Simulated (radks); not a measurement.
Polarisability of the cobalt ion Co+, [Ar] 3d8, at imaginary frequency. Calculated with a radial shooting solver on a logarithmic mesh with Libxc functionals: scalar-relativistic Kohn-Sham, exchange-only LDA, spin-unpolarised, spherical densities, finite nucleus; Fermi nuclear charge, rms radius 3.7875 fm. Response by self-consistent Sternheimer equations with the Hartree and adiabatic exchange-only LDA kernel, the relativistic mass of each level held fixed and spin-orbit coupling left out.

| w (hartree) | alpha1(iw) (bohr^3) |
|---|---|
| 0.00266 | 11.63 |
| 0.0143 | 11.60 |
| 0.0360 | 11.44 |
| 0.0697 | 10.97 |
| 0.118 | 10.00 |
| 0.186 | 8.550 |
| 0.280 | 6.902 |
| 0.413 | 5.361 |
| 0.605 | 4.032 |
| 0.892 | 2.903 |
| 1.35 | 1.955 |
| 2.12 | 1.188 |
| 3.59 | 0.6088 |
| 6.94 | 0.2317 |
| 17.5 | 0.05007 |

Static values: alpha1 = 11.63 bohr^3 (1.723 angstrom^3; uncoupled 16.09). C6 = 42.45, triple-dipole C9 = 314.1 atomic units. One-pole (London) frequency 4 C6 / (3 alpha1^2) = 0.419 hartree, against 0.413 for minus the highest occupied eigenvalue.
